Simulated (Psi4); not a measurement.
C3H9Si (SMILES [CH2][SiH](C)C), doublet, at a GFN2-xTB geometry; BHHLYP/STO-3G run with Psi4.

The Psi4 input:
```
memory 2 GB

molecule {
0 2
  C    -0.13352534    1.76236055    0.40437073
  Si   -0.04296491    0.08718825   -0.37167303
  C    -1.45281697   -1.00671932    0.29446193
  C     1.64697942   -0.70454999    0.00593458
  H    -1.06258640    2.21666558    0.70102766
  H     0.73610479    2.37082006    0.58047603
  H    -0.19112017    0.18138377   -1.84124855
  H    -1.44497636   -1.98782097   -0.17092914
  H    -2.41954284   -0.55618343    0.09263256
  H    -1.37510223   -1.15129058    1.36815365
  H     2.45658772   -0.07859418   -0.35605198
  H     1.74466322   -1.67479907   -0.47189922
  H     1.79365848   -0.84736411    1.07265799
}

set basis sto-3g
set reference uks

energy('bhhlyp')
print_variables()
```

What does Psi4 print? Leave out banner, timings and long lists.


```
   => Loading Basis Set <=

    Name: STO-3G
    Role: ORBITAL
    Keyword: BASIS

         ---------------------------------------------------------
                                   SCF
               by Justin Turney, Rob Parrish, Andy Simmonett
                          and Daniel G. A. Smith
                              UKS Reference
         ---------------------------------------------------------

  ==> Geometry <==

    Molecular point group: c1
    Full point group: C1

    Geometry (in Angstrom), charge = 0, multiplicity = 2:

       Center              X                  Y                   Z               Mass
    ------------   -----------------  -----------------  -----------------  -----------------
         C           -0.130310511638     1.741644933054     0.417493932432    12.000000000000
         SI          -0.039750081638     0.066472633054    -0.358549827568    27.976926534650
         C           -1.449602141638    -1.027434936946     0.307585132432    12.000000000000
         C            1.650194248362    -0.725265606946     0.019057782432    12.000000000000
         H           -1.059371571638     2.195949963054     0.714150862432     1.007825032230
         H            0.739319618362     2.350104443054     0.593599232432     1.007825032230
         H           -0.187905341638     0.160668153054    -1.828125347568     1.007825032230
         H           -1.441761531638    -2.008536586946    -0.157805937568     1.007825032230
         H           -2.416328011638    -0.576899046946     0.105755762432     1.007825032230
         H           -1.371887401638    -1.172006196946     1.381276852432     1.007825032230
         H            2.459802548362    -0.099309796946    -0.342928777568     1.007825032230
         H            1.747878048362    -1.695514686946    -0.458776017568     1.007825032230
         H            1.796873308362    -0.868079726946     1.085781192432     1.007825032230

  Running in c1 symmetry.

  Rotational constants: A =      0.18899  B =      0.17503  C =      0.10621 [cm^-1]
  Rotational constants: A =   5665.73067  B =   5247.37281  C =   3184.00799 [MHz]
  Nuclear repulsion =  165.097385865242956

  Charge       = 0
  Multiplicity = 2
  Electrons    = 41
  Nalpha       = 21
  Nbeta        = 20

  ==> Algorithm <==

  SCF Algorithm Type is DF.
  DIIS enabled.
  MOM disabled.
  Fractional occupation disabled.
  Guess Type is SAD.
  Energy threshold   = 1.00e-06
  Density threshold  = 1.00e-06
[...]
      Ntotal   =   40.9999837423 ; deviation = -1.626e-05

   @Spin Contamination Metric:   6.253142724E-03
   @S^2 Expected:                7.500000000E-01
   @S^2 Observed:                7.562531427E-01
   @S   Expected:                5.000000000E-01
   @S   Observed:                5.000000000E-01

    Orbital Energies [Eh]
    ---------------------

    Alpha Occupied:

[...]
    Alpha Virtual:

[...]
    Beta Occupied:

[...]
    Beta Virtual:

[...]
      33A      0.649251

    Final Occupation by Irrep:
              A
    DOCC [    20 ]
    SOCC [     1 ]
    NA   [    21 ]
    NB   [    20 ]

  @DF-UKS Final Energy:  -404.36141221583858

   => Energetics <=

    Nuclear Repulsion Energy =            165.0973858652429556
    One-Electron Energy =                -884.5378562944558780
    Two-Electron Energy =                 336.0546646306535763
    DFT Exchange-Correlation Energy =     -20.9756064172792236
    Empirical Dispersion Energy =           0.0000000000000000
    VV10 Nonlocal Energy =                  0.0000000000000000
    Total Energy =                       -404.3614122158385840

  UHF NO Occupations:
  HONO-2 :   19  A 1.9994563
  HONO-1 :   20  A 1.9980723
  HONO-0 :   21  A 1.0000000
  LUNO+0 :   22  A 0.0019277
  LUNO+1 :   23  A 0.0005437
  LUNO+2 :   24  A 0.0004787
  LUNO+3 :   25  A 0.0001605

Computation Completed

Properties will be evaluated at   0.000000,   0.000000,   0.000000 [a0]

Properties computed using the SCF density matrix

 Multipole Moments:

 ------------------------------------------------------------------------------------
     Multipole            Electronic (a.u.)      Nuclear  (a.u.)        Total (a.u.)
 ------------------------------------------------------------------------------------

 L = 1.  Multiply by 2.5417464519 to convert [e a0] to [Debye]
 Dipole X            :         -0.2471946            0.2490812            0.0018866
 Dipole Y            :          1.6128744           -1.6050205            0.0078539
 Dipole Z            :         -1.0012730            1.0167696            0.0154967
 Magnitude           :                                                    0.0174754

 ------------------------------------------------------------------------------------

  Variable Map:
  ----------------------------------------------------------------------------
[...]
  Array Variable Map:
  ----------------------------------------------------------------------------
[...]
[...]
```
